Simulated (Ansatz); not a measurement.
C$_{2}$H$_{7}$BOSi (`CC1[SiH2]B1O`) at its PBE0-D4/def2-TZVP geometry, where that method's forces vanish. The species carries charge 0 and has multiplicity 1.

| atom | x (Å) | y (Å) | z (Å) |
| --- | --- | --- | --- |
| C1 | 0.571 | 1.583 | 0.098 |
| C2 | -0.170 | 0.358 | -0.387 |
| Si3 | -1.329 | -0.930 | 0.490 |
| B4 | 0.363 | -1.074 | -0.471 |
| O5 | 1.567 | -1.647 | -0.633 |
| H6 | 1.253 | 1.964 | -0.667 |
| H7 | 1.174 | 1.350 | 0.979 |
| H8 | -0.114 | 2.389 | 0.371 |
| H9 | -0.829 | 0.553 | -1.246 |
| H10 | -2.703 | -0.934 | -0.071 |
| H11 | -1.349 | -1.023 | 1.975 |
| H12 | 1.565 | -2.588 | -0.438 |

(1) For each bond, give half the difference of the two atoms' forces along it (eV/Å; positive pushes the atoms apart) under PBE-D4, r2SCAN-D4, B3LYP-D4, ωB97M-V in def2-TZVPP. (Estimate.)

Results:

(1) Ansatz gave: 
| bond | length (Å) | PBE-D4 | r2SCAN-D4 | B3LYP-D4 | ωB97M-V |
| --- | --- | --- | --- | --- | --- |
| C1–C2 | 1.512 | -0.03 | 0.14 | 0.20 | 0.23 |
| C1–H6 | 1.094 | 0.11 | -0.04 | -0.06 | -0.10 |
| C1–H7 | 1.092 | 0.11 | -0.03 | -0.06 | -0.08 |
| C1–H8 | 1.093 | 0.10 | -0.04 | -0.05 | -0.08 |
| C2–Si3 | 1.942 | 0.15 | 0.05 | 0.08 | -0.05 |
| C2–B4 | 1.530 | -0.11 | -0.12 | -0.10 | -0.10 |
| C2–H9 | 1.100 | 0.12 | -0.04 | -0.13 | -0.11 |
| Si3–B4 | 1.952 | -0.10 | -0.04 | 0.03 | -0.03 |
| Si3–H10 | 1.483 | 0.06 | -0.04 | -0.09 | -0.12 |
| Si3–H11 | 1.488 | 0.05 | -0.03 | -0.11 | -0.12 |
| B4–O5 | 1.343 | 0.33 | 0.20 | 0.14 | 0.20 |
| O5–H12 | 0.961 | 0.37 | 0.00 | -0.02 | -0.10 |

B3LYP here is the variant with VWN-RPA as its local correlation; programs differ in this.
